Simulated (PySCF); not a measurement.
**Correlation energy of Ru³³⁺ (ruthenium, charge +33)**

[Ne] 3s1, 2S determinant. Computed with PySCF 2.14 in an even-tempered Gaussian basis (18 s from 5 bohr⁻², ratio 2.5; 11 p from 6.5 bohr⁻², ratio 2.5; 4 d from 24 bohr⁻², ratio 2.7; 4 f from 36 bohr⁻², ratio 2.7), with the spin-free X2C one-electron Hamiltonian (Gaussian nucleus). Frozen: 1s2; 9 electrons correlated; the 19 highest virtual orbitals of each spin left out.

```
  level  correlation energy (mhartree)
   CCSD                        -328.32
    (T)                          -0.15
CCSD(T)                        -328.47
```

Diagnostics: T1 = 0.00011, D1 = 0.0004, largest double amplitude 0.003.

Cost of the coupled-cluster step: roughly 24 core-seconds, for 9 correlated electrons.

Iterations:

```
CC2 = 0
CCSD nocc = (np.int64(5), np.int64(4)), nmo = (79, 79)
frozen orbitals [[0, 80, 81, 82, 83, 84, 85, 86, 87, 88, 89, 90, 91, 92, 93, 94, 95, 96, 97, 98], [0, 80, 81, 82, 83, 84, 85, 86, 87, 88, 89, 90, 91, 92, 93, 94, 95, 96, 97, 98]]
max_cycle = 100
direct = 0
conv_tol = 1e-08
conv_tol_normt = 1e-06
diis_space = 8
diis_start_cycle = 0
Init t2, MP2 energy = -0.326616034272459
Init E_corr(UCCSD) = -0.32661603427246
cycle = 1  E_corr(UCCSD) = -0.328240287334405  dE = -0.00162425306  norm(t1,t2) = 0.000627534
cycle = 2  E_corr(UCCSD) = -0.328313587016797  dE = -7.32996824e-05  norm(t1,t2) = 3.27717e-05
cycle = 3  E_corr(UCCSD) = -0.328315907783983  dE = -2.32076719e-06  norm(t1,t2) = 2.16304e-06
cycle = 4  E_corr(UCCSD) = -0.328315883164304  dE = 2.46196797e-08  norm(t1,t2) = 1.68027e-08
cycle = 5  E_corr(UCCSD) = -0.328315882612515  dE = 5.51788892e-10  norm(t1,t2) = 5.92906e-10
UCCSD converged
E(UCCSD) = -3655.492741084826  E_corr = -0.3283158826125147
UCCSD(T) correction = -0.000147262194709029
```

At this charge the one-electron X2C treatment keeps the bare 1/r₁₂, with no two-electron picture change or Breit term. The effect here is smaller than on the frozen 1s shell; and a scalar Hamiltonian misses the large spin-orbit splitting of the p shells, which matters for ns² → np² pairs.
